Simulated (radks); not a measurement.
Problem. These are the eigenvalues of the occupied orbitals of an atom or ion with whole-number occupations (eV). Method: Dirac Kohn-Sham, PBE, spin-unpolarised, spherical densities, finite nucleus; Fermi nuclear charge, rms radius of each element as measured or else 0.836 A^(1/3) + 0.57 fm; computed with a radial shooting solver on a logarithmic mesh with Libxc functionals.

1s1/2: -23063.91
2s1/2: -4277.466
2p1/2: -4046.053
2p3/2: -3913.500
3s1/2: -1491.714
3p1/2: -1407.770
3p3/2: -1378.284
4s1/2: -734.6945

Which element is it, and in what charge state? The configuration may be excited. Open shells, if any, fill j = l - 1/2 first.

Solution. Z = 44, ruthenium, charge +25: Ru25+ in [Ar] 4s1. The list shows which subshells hold electrons but not how many an open one holds; the 1s level, -847.58 hartree, gives Z - s = 41.2 by -(Z - s)^2/2, which with screening and relativity narrows Z to a few neighbours, and the depths of the outer levels then fix element, charge and occupations together.
